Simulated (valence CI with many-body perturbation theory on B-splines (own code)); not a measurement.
**Missing levels of Bi⁷⁶⁺**

Computed by relativistic CI+MBPT: five valence electrons over a frozen Dirac-Fock core [He], radial functions for each j: 9 s, 9 p, 8 d, 6 f, 3 g, 1 h, with the one-electron correlation potential Σ1, the two-electron term Σ2, the three-electron term Σ3, Breit, model QED; selected CI, second order for the rest (own B-spline code, finite nucleus).

The last digits are not significant, and no measured levels were compared; by estimate large intervals hold to a few tenths of a per cent, small ones and those within an open d or f shell to about a per cent. Among the levels kept, up to 1200 cm⁻¹ of a level comes from second order outside the variational space, and about a tenth of that is noise between levels of different J, which matters for small intervals.

| Level | E (× 10³ cm⁻¹) |
| --- | --- |
| (2s^2 2p1/2^2 2p3/2) J=3/2 | 0.00 |
| (2s^2 2p1/2 2p3/2^2) J=3/2 | 19260 |
| (2s^2 2p1/2 2p3/2^2) J=5/2 | 19443 |
| (2s^2 2p1/2 2p3/2^2) J=1/2 | 19964 |
| (2s 2p1/2^2 2p3/2^2) J=5/2 | 22634 |
| (2s 2p1/2^2 2p3/2^2) J=1/2 | ? |
| (2s 2p1/2^2 2p3/2^2) J=3/2 | ? |
| (2s^2 2p3/2^3) J=3/2 | 39279 |
| (2s 2p1/2 2p3/2^3) J=3/2 [a] | 42167 |
| (2s 2p1/2 2p3/2^3) J=5/2 | ? |
| (2s 2p1/2 2p3/2^3) J=1/2 | 43171 |
| (2s 2p1/2 2p3/2^3) J=3/2 [b] | 43221 |
| (2p1/2^2 2p3/2^3) J=3/2 | 46943 |
| (2s 2p3/2^4) J=1/2 | 62620 |
| (2p1/2 2p3/2^4) J=1/2 | 66493 |
| (2s^2 2p1/2^2 3s) J=1/2 | ? |
| (2s^2 2p1/2^2 3p1/2) J=1/2 | ? |
| (2s^2 2p1/2^2 3p3/2) J=3/2 | 96134 |
| (2s^2 2p1/2^2 3d3/2) J=3/2 | 96965 |
| (2s^2 2p1/2^2 3d5/2) J=5/2 | ? |

Levels are named by their leading jj configuration (3d3/2^4 stands for four electrons in 3d with j = 3/2), which in mixed levels can hold well under half, so a name can repeat and another be missing. Letters in brackets count levels of one name in rising energy.

**Question.** The levels stand in rising order. What does the calculation give for the missing energies?

**Answer.** (2s 2p1/2^2 2p3/2^2) J=1/2 23645; (2s 2p1/2^2 2p3/2^2) J=3/2 23654; (2s 2p1/2 2p3/2^3) J=5/2 42516; (2s^2 2p1/2^2 3s) J=1/2 89295; (2s^2 2p1/2^2 3p1/2) J=1/2 90321; (2s^2 2p1/2^2 3d5/2) J=5/2 98481.
